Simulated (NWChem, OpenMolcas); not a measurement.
# How basis sets differ on SiNH4ClO (SMILES N[SiH](O)Cl)

SiNH4ClO: 8 atoms, total charge 0, spin state singlet. SMILES: `N[SiH](O)Cl`. The shape is that of a PBE0-D4/def2-TZVP optimisation. This is one conformer, not always the lowest.

```xyz
8

N    -0.7498    0.8856   -0.2890
Si    0.5244   -0.2262   -0.1153
O     0.5513   -0.8613    1.3869
Cl    0.1731   -1.6416   -1.5669
H    -1.2172    0.9980   -1.1727
H    -0.8069    1.7124    0.2830
H     1.8967    0.2772   -0.3086
H    -0.2795   -1.2012    1.7267
```

Each level gives the dipole moment (D). The values are calculated.

```
                               level          kind     program  value (D)  CPU time
                   HF/ANO-R0 (sfX2C)  Hartree–Fock  OpenMolcas       3.00     4.4 s
                           HF/STO-3G  Hartree–Fock  OpenMolcas       3.01     2.2 s
                            HF/3-21G  Hartree–Fock  OpenMolcas       3.69     2.7 s
                            HF/6-31G  Hartree–Fock      NWChem       3.52       8 s
     HF/6-31G* (spherical functions)  Hartree–Fock  OpenMolcas       3.05     6.8 s
HF/ANO-RCC-VDZP (DKH2, RICD fitting)  Hartree–Fock  OpenMolcas       2.71     5.3 s
                         HF/def2-SVP  Hartree–Fock      NWChem       2.79     9.2 s
```

The values span 2.71 to 3.69 D. Magnitudes only. Sets without polarisation functions give poor dipoles. Without the sets that lack polarisation functions the rows with a basis span only 2.71 to 3.05 D. Times are those of the runs behind each value, whatever else they computed, on shared processors of several kinds: orders of magnitude only.
